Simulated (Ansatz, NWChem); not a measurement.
## Worked example: the enthalpy of formation of I2 (iodine)

The species is I2 (2 atoms), meant as a singlet with charge 0. SMILES: `II`. Geometry: relaxed at PBE0-D4/def2-TZVP.

```
atom   x (Å)   y (Å)   z (Å)
   I  0.0000  0.0000  0.0047
   I  0.0000  0.0000  2.6604
```

Total energies at B3LYP/def2-TZVPP (core potential) (NWChem 7.3.0); the atoms run unrestricted:

| species | state | energy (Eh) |
| --- | --- | --- |
| I2 | singlet | -595.625105 |
| I | doublet | -297.778401 |

Harmonic wavenumbers at PBE0-D4/def2-TZVP, in cm⁻¹: 226.

Measured heats of formation of the gaseous atoms at 298.15 K, in kJ/mol: I 106.8. Spin-orbit lowering of the atoms at 298 K (mean of the ground term's levels less their thermal mean, from spectra), in kJ/mol: I 30.32. Take 1 Eh = 2625.50 kJ/mol, 1 cm⁻¹ = 0.0119627 kJ/mol, RT = 2.479 kJ/mol.

Q: What heat of formation follows?

A: 
1. Electronic atomisation energy: 2 × (-297.778401) − (-595.625105) = 0.068303 Eh = 179.3 kJ/mol.
2. Zero-point energy: half the sum of the wavenumbers, 113 cm⁻¹ = 1.4 kJ/mol.
3. Thermal vibrational enthalpy, Σ hcν̃/(exp(hcν̃/kT) − 1): 1.4 kJ/mol. Translation, rotation and pV of a linear molecule: 3.5 RT = 8.7 kJ/mol.
4. The 2 free atoms carry 5/2 RT each: 12.4 kJ/mol.
5. Spin-orbit coupling lowers the free atoms by 2 × 30.32 = 60.6 kJ/mol.
6. Atomisation enthalpy at 298 K: 179.3 − 60.6 − 1.4 − 1.4 − 8.7 + 12.4 = 119.6 kJ/mol.
7. Sum of the atoms' heats of formation: 213.6 kJ/mol. Heat of formation: 213.6 − 119.6 = +94.0 kJ/mol.

The tabulated value is +62.4 kJ/mol (Active Thermochemical Tables), so this level is off by +31.6 kJ/mol, or 20.9 % of the atomisation enthalpy that the table implies (151.1 kJ/mol). The molecule's own second-order spin-orbit lowering, which matters beside iodine, is left out. Anharmonicity and any spin-orbit splitting of the molecule are left out.
